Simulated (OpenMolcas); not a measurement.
Fe4+: effect of the basis set

| Item | Value |
| --- | --- |
| Program | OpenMolcas 26.06 |
| Method | SS-RASPT2, IPEA 0.25 Eh, imaginary shift 0.1 Eh (closed shells correlated: 3s) |
| Active space | 10 electrons in 8 orbitals (RAS1 3p, at most 2 holes; RAS2 3d) |
| State averaging | 2S+1 = 5 even, 5 roots; 2S+1 = 3 even, 45 roots; 2S+1 = 1 even, 44 roots |
| Spin-orbit coupling | RASSI with atomic mean-field integrals over the reference wave functions, term energies averaged over their components |

A. ANO-RCC-VTZP [6s5p3d2f1g], DKH2, point nucleus; CASPT2 step about 80 core-seconds
B. ANO-R2 [6s5p4d2f1g], X2C, finite nucleus; CASPT2 step about 100 core-seconds
C. ANO-RCC-VQZP [7s6p4d3f2g1h], DKH2, point nucleus; CASPT2 step about 70 core-seconds

Energies in cm⁻¹ above 3d⁴ ⁵D₀, the measured ground level; measured values from Corliss and Sugar, J. Phys. Chem. Ref. Data 11, 135 (1982).

```
     Level      A      B      C  Measured
   3d⁴ ⁵D₀    0.0    0.0    0.0       0.0
   3d⁴ ⁵D₁    158    151    151       142
   3d⁴ ⁵D₂    463    442    443       417
   3d⁴ ⁵D₃    899    858    860       803
   3d⁴ ⁵D₄   1446   1382   1385      1283
3d⁴ ³P₀(1)  24890  24630  24690     24055
   3d⁴ ³H₄  25440  25310  25180     24932
   3d⁴ ³H₅  25790  25640  25510     25226
3d⁴ ³P₁(1)  25840  25540  25600     24973
   3d⁴ ³H₆  26160  26000  25870     25528
3d⁴ ³P₂(1)  27440  27090  27140     26468
3d⁴ ³F₂(1)  27680  27450  27400     26761
3d⁴ ³F₃(1)  27780  27550  27510     26842
3d⁴ ³F₄(1)  27980  27740  27690     26974
   3d⁴ ³G₃  30830  30600  30550     29817
   3d⁴ ³G₄  31230  30990  30930     30147
   3d⁴ ³G₅  31540  31290  31230     30430
   3d⁴ ³D₃  38240  37910  37980     36630
3d⁴ ¹G₄(1)  38300  37940  37840     36586
   3d⁴ ¹I₆  38310  38120  37900     37512
   3d⁴ ³D₂  38360  38040  38100     36758
   3d⁴ ³D₁  38500  38170  38230     36925
   3d⁴ ¹S₀  41990  41440  41510     39633
   3d⁴ ¹D₂  48010  47590  47650     46291
```

Deviations, from unrounded energies. A percentage is the sum of absolute deviations over the sum of measured energies, with the sign that they share, or ± where signs differ.

| Against measurement | Levels | A | B | C |
| --- | --- | --- | --- | --- |
| mean absolute deviation (cm-1) | 23 | 960 | 730 | 700 |
| fine structure of the ground term (%) | 4 | +12.1 | +7.1 | +7.3 |
| other terms of the ground configuration (%) | 19 | +3.7 | +2.8 | +2.7 |

B, C lie about equally close to measurement and A furthest from it. The largest miss of C in the table is 3d⁴ ¹S₀, by +1900 cm-1. The ranking rests on the paired levels alone, and a cruder setting can come out closer through cancelling errors.

The two smallest mean deviations differ by little beside CASPT2's spread within terms, so their order carries little weight.

Among A to C the level of the table that moves most is 3d⁴ ¹S₀, by 540 cm-1 (lowest in B, highest in A). Moves below CASPT2's spread within the term are not significant.

CASPT2 does not keep the components of a term degenerate, so their means are used; among the terms shown or strongly mixed into the levels shown the widest spread is 200 cm-1 (3d⁴ ¹G(1), A). Active for correlation alone: 3p; no level in the range computed is led by a configuration that opens it, so any true level of that kind is missing. The CASPT2 spread within a term exceeds the gap to the next term for 3d⁴ ¹G(1) and 3d⁴ ¹I, 3d⁴ ¹I and 3d⁴ ³D, so the order of their levels is uncertain (figures for A; the like holds for B). Measured partners are found by configuration, term and J. A level has none where our copy of the source lacks it or the pairing is in doubt (some pairs that miss far off the trend of their configuration count as doubtful), and it then counts in no deviation. Levels of configurations outside the active space are missing. Levels that lie high or do not pair safely by name in every column are left out.

A number in round brackets counts repeated terms of one configuration in the order of the reference energies.
